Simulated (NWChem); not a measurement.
# AlHBrCl; SMILES [Br][AlH][Cl]

Program: NWChem. The geometry was optimised at B3LYP/6-31G* (spherical d). Ions are spin-unrestricted doublets at the neutral geometry; other ion states weren't tried.

**Question.** Predict the results for PBE/def2-SVP. Quantities: −ε(HOMO) (eV).

**Answer.** 
| Quantity | Value |
|---|---|
| −ε(HOMO) (eV) | 7.35 |
